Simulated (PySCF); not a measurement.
## Functional dependence of a UV spectrum

Species: C3H9GaO.
SMILES: `CCC[O][GaH2]`

Linear-response calculations in the def2-SVPD basis (PySCF; singlets by full response, triplets Tamm–Dancoff, core orbitals frozen in the response; HF means time-dependent Hartree–Fock). 'Strongest' is the level of largest summed f among the singlets computed (10 roots, of which the last may lack a degenerate partner); it can jump between rows when another state enters that window. S1 is the lowest singlet of each run and needn't be the same state throughout; f(S1) is that of one state. One conformer (not necessarily the lowest) at the PBE0-D3(BJ)/def2-SVP geometry, without solvent, vibrations or thermal averaging. The LDA/def2-SVPD calculation is non-relativistic and has no spin–orbit coupling, an omission that weighs most on gallium.

```json
{"functional": "LDA", "kind": "LDA", "S1 (eV)": "4.43", "f(S1)": "0.002", "strongest (eV)": "4.84", "T1 (eV)": "4.10", "HOMO (eV)": "-6.60", "gap (eV)": "4.31", "ionisation energy, ΔSCF (eV)": "9.69"}
{"functional": "PBE", "kind": "GGA", "S1 (eV)": "4.54", "f(S1)": "0.001", "strongest (eV)": "4.88", "T1 (eV)": "4.12", "HOMO (eV)": "-6.44", "gap (eV)": "4.40", "ionisation energy, ΔSCF (eV)": "9.58"}
{"functional": "B3LYP", "kind": "global hybrid, 20% exact exchange", "S1 (eV)": "5.06", "f(S1)": "0.002", "strongest (eV)": "5.41", "T1 (eV)": "4.63", "HOMO (eV)": "-7.61", "gap (eV)": "6.07", "ionisation energy, ΔSCF (eV)": "9.81"}
{"functional": "PBE0", "kind": "global hybrid, 25% exact exchange", "S1 (eV)": "5.25", "f(S1)": "0.002", "strongest (eV)": "7.50", "T1 (eV)": "4.81", "HOMO (eV)": "-7.82", "gap (eV)": "6.56", "ionisation energy, ΔSCF (eV)": "9.78"}
{"functional": "BHandHLYP", "kind": "global hybrid, 50% exact exchange", "S1 (eV)": "5.83", "f(S1)": "0.003", "strongest (eV)": "8.27", "T1 (eV)": "5.47", "HOMO (eV)": "-9.19", "gap (eV)": "8.64", "ionisation energy, ΔSCF (eV)": "9.79"}
{"functional": "CAM-B3LYP", "kind": "range-separated hybrid", "S1 (eV)": "5.46", "f(S1)": "0.002", "strongest (eV)": "7.89", "T1 (eV)": "5.12", "HOMO (eV)": "-9.26", "gap (eV)": "8.87", "ionisation energy, ΔSCF (eV)": "9.95"}
{"functional": "wB97X-D", "kind": "range-separated hybrid", "S1 (eV)": "5.50", "f(S1)": "0.002", "strongest (eV)": "7.99", "T1 (eV)": "5.24", "HOMO (eV)": "-9.72", "gap (eV)": "10.12", "ionisation energy, ΔSCF (eV)": "9.89"}
{"functional": "LC-wPBE", "kind": "range-separated hybrid", "S1 (eV)": "5.91", "f(S1)": "0.002", "strongest (eV)": "8.47", "T1 (eV)": "5.48", "HOMO (eV)": "-10.57", "gap (eV)": "11.38", "ionisation energy, ΔSCF (eV)": "10.06"}
```

Task: What does HF (Hartree–Fock) give?

Result: S1 (eV) 6.77, f(S1) 0.001, strongest (eV) 9.37, T1 (eV) 6.00, HOMO (eV) -11.41, gap (eV) 12.80, ionisation energy, ΔSCF (eV) not settled. S1 runs from 4.43 eV (LDA) to 6.77 eV (HF), a spread of 2.34 eV, while the orbital gap spreads over 8.5 eV. Along PBE (0%), B3LYP (20%), PBE0 (25%), BHandHLYP (50%), HF (100%) S1 rises with the share of exact exchange. −ε(HOMO) comes closest to its own ΔSCF ionisation energy with wB97X-D (-0.17 eV) and misses most with PBE (-3.14 eV). 'Not settled' means that the ion's SCF failed to converge or may have ended in another state than the lowest.
